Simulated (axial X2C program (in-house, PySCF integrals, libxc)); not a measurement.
# Correcting the dissociation energy of LiY⁺ for spin–orbit coupling

A spin-free PBE0 curve (one-electron X2C) was computed with an in-house all-electron X2C program for linear molecules (integrals from PySCF), basis Y dyall-cv3z [11s12p9d6f3g], Li dyall-cv3z [7s8p2d] (cores contracted in-house), for the state M_S = 1/2, Λ = 0 (beyond evenly filled blocks: σα). It gives D0 = 1.400 eV to Y + Li+, which in a spin-free picture are the weighted means of the ground terms.

Measured levels of the ground terms (NIST Handbook of Basic Atomic Spectroscopic Data), in cm⁻¹: Y 2D: J = 3/2 at 0, J = 5/2 at 530.4; Li+ 1S: J = 0 at 0.

The molecular state has Λ = 0, so it has no first-order lowering.

**Question.** How far does each ground level lie under the (2J+1)-weighted mean of its term?

**Answer.** Y: (4 × 0 + 6 × 530.4)/10 = 318 cm⁻¹; Li+: a single level, 0.

**Question.** Correct D0.

**Answer.** D0 = 1.400 + (0 − 318)/8065.5 = 1.361 eV at PBE0 with these spin–orbit terms.

Second-order spin–orbit effects in the molecule, which grow quickly with Z, are left out. Occupations by symmetry block were frozen at the best pattern of an incomplete PBE0 search. De is counted from the lowest determinant-based energies of the atoms at the same level, without counterpoise correction. Other states lie close and PBE0, whose exact exchange favours high spin, may order them wrongly; the determinant shown need not be the ground state. The nearest other spin-free determinant of the search, M_S = 1/2, Λ = 1, lies 0.16 eV up at the distance of the search.
